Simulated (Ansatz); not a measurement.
Species: sum formula HSiOBr3, net charge 0, singlet state. 
Coordinates optimised at B3LYP-D3(BJ)/def2-TZVP (Ansatz, an electronic-structure program):
```xyz
6

Si    -0.3854     0.0297    -0.2892
Br    -0.6666    -1.5689     1.2211
Br    -0.0672     1.9442     0.7825
Br     1.3425    -0.4252    -1.5709
O     -1.6718     0.1260    -1.2757
H     -2.5319     0.3209    -0.8897
```
Charge 0, spin multiplicity 1.

Basis-set convergence of Hartree-Fock and CCSD correlation energies (hartree) with Ansatz. Correlated levels leave the core frozen unless marked. No spin-orbit coupling. Frozen are the shells of the preceding noble gas and the d and f shells that filled before the atom's block. Non-relativistic.

| basis | functions | E(HF) | E(corr, CCSD) |
|---|---|---|---|
| def2-SVPD | 178 | -8080.74148 | -0.69924 |
| def2-TZVPPD | 276 | -8081.88299 | -0.87758 |
| def2-QZVPPD | 469 | -8082.04201 | -0.95260 |

Extrapolating the two largest sets (X = 3 and 4) as X^-3: E(corr) = (64·(-0.95260) - 27·(-0.87758))/37 = -1.0073 Eh, an estimate of the basis-set limit. The largest set recovers 94.6 % of it, the smallest 69.4 %.
